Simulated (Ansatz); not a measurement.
Basis-set extrapolation for `OB([SiH3])Cl` (PBE0-D4/def2-TZVP geometry, frozen core, the Gaussian-basis code of Ansatz). Multiplicity 1, RHF reference.

|  | def2-TZVPP | def2-QZVPP |
| --- | --- | --- |
| HF | -850.462037 | -850.488340 |
| MP2 correlation | -0.652471 | -0.707299 |
| CCSD(T) correlation | -0.725155 | not run |

Energies in hartree. Use E(X) = E(∞) + A·exp(−7.88·√X) for Hartree–Fock and E(X) = E(∞) + B·X^(−2.97) for correlation, with X = 3 and 4, and add CCSD(T) minus MP2 of the smaller set to the MP2 limit.

Question: What is the CCSD(T) energy at the basis-set limit?

Answer: HF limit: -850.488340 + (-0.026303) × 0.13774 = -850.49196. MP2 limit: -0.707299 + (-0.054828) × 0.74074 = -0.74791. Higher-order term: -0.725155 − (-0.652471) = -0.07268. Total: -851.31255 hartree, 78.7 kcal/mol below CCSD(T)/def2-TZVPP.
